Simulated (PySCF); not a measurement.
C5H8SSi.
SMILES with atom numbers: `[CH3:1][S:2][C:3]1=[CH:4][CH:5]=[CH:6][SiH2:7]1`

Cartesian coordinates in Å at the PBE0-D3(BJ)/def2-SVP level; atoms count from 1:
```xyz
15
C5H8SSi angstrom
C      2.6709   -0.3794   -0.6731
S      1.5402    0.6271   -1.6530
C      0.0383    0.3968   -0.8178
C     -1.1423    0.9447   -1.2130
C     -2.3122    0.6533   -0.3728
C     -2.1415   -0.1239    0.7226
Si    -0.3382   -0.5760    0.7650
H      2.3670   -1.4365   -0.6720
H      2.7475   -0.0072    0.3592
H      3.6566   -0.2966   -1.1512
H     -1.2476    1.5739   -2.1031
H     -3.2847    1.0718   -0.6578
H     -2.9613   -0.3879    1.3921
H     -0.0383   -2.0345    0.6249
H      0.4269   -0.0570    1.9404
```

NICS = −σ at a ghost point: NICS(0) at the centroid of the ring atoms, NICS(1) 1 Å to either side along the normal of their mean plane, zz for the tensor component along that normal. Level: GIAO PBE/pcSseg-1 (PySCF, non-relativistic, gas phase) on the PBE0-D3(BJ)/def2-SVP geometry, one conformer.

Ring bond lengths (Å): C3–C4 1.360, C4–C5 1.470, C5–C6 1.354, C6–Si7 1.860, Si7–C3 1.896.

Q: Give the NICS values of each ring in ppm.

A: 
```json
{"ring": "C3–C4–C5–C6–Si7", "type": "5-membered ring with Si; formal bonds 2 double, 3 single", "NICS(0)": "-0.1", "NICS(1), two faces": "-1.9 / -1.9", "NICS(1)zz, two faces": "0.8 / 0.7", "rms pucker (Å)": "0.00", "centre to ring atoms, mean (Å)": "1.35"}
```

Q: What can be read from them?

A: 
- C3–C4–C5–C6–Si7: mean NICS(1)zz 0.8 ppm, near zero. Si7 has four or more neighbours, and the NICS criterion for π rings isn't applied.

Q: What is the mean of the two in-plane components of NICS at the first NICS(1) probe listed for ring C3–C4–C5–C6–Si7, 1 Å off the ring?

A: The isotropic value is a third of the trace: (3 × -1.9 − (0.8))/2 = -3.2 ppm.

Q: How do the values depend on the level or the medium?

A: 
| level | NICS(0), C3–C4–C5–C6–Si7 | mean NICS(1)zz, C3–C4–C5–C6–Si7 |
| --- | --- | --- |
| PBE/pcSseg-1, gas | -0.1 | 0.8 |
| PBE0/pcSseg-1, gas | 0.1 | 1.1 |

The geometry is the same throughout.
